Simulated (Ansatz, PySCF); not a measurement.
Reaction (SMILES): N[Si](N)(Br)Br → N[Si](Br)Br + [NH2] (NH2) (the N-Si bond at the site shown breaks; other sites are not compared here)
Structures are relaxed separately at B3LYP-D3(BJ)/def2-TZVP in Ansatz (a program for electronic structure), one conformer each, not searched for the lowest. Frequencies are from Ansatz or PySCF.
Geometry of the first species:
```xyz
9

Si     0.0041    -0.7417     0.0331
Br    -0.0880     0.5217    -1.8171
Br     0.0815     0.6825     1.7634
N      1.3802    -1.7114     0.2187
N     -1.3613    -1.7390    -0.0647
H      1.5669    -2.4490    -0.4435
H      2.2213    -1.3352     0.6254
H     -2.2063    -1.4098    -0.5029
H     -1.5403    -2.4167     0.6607
```
Charge 0, spin multiplicity 1.

Property: bond dissociation energy (0 K, with B3LYP-D3(BJ) harmonic zero-point energies), in kcal/mol. Valence correlation only, unless marked. Open shells are spin-unrestricted. Spin-orbit coupling is left out. The frozen core is the preceding noble-gas configuration, with the filled d and f shells of earlier blocks. Non-relativistic. CBS(X,Y): correlation extrapolated as X^-3; Hartree-Fock from the larger set. [CCSD(T)-MP2]/basis is that difference in the basis named.

```csv
level,program,bond dissociation energy (kcal/mol)
HF/6-31G*,Ansatz,78.2
```

Q: Predict the RI-MP2/CBS(def2-TZVPP,def2-QZVPP)+[CCSD(T)-MP2]/def2-TZVPP result (Ansatz).

A: 109.3 kcal/mol
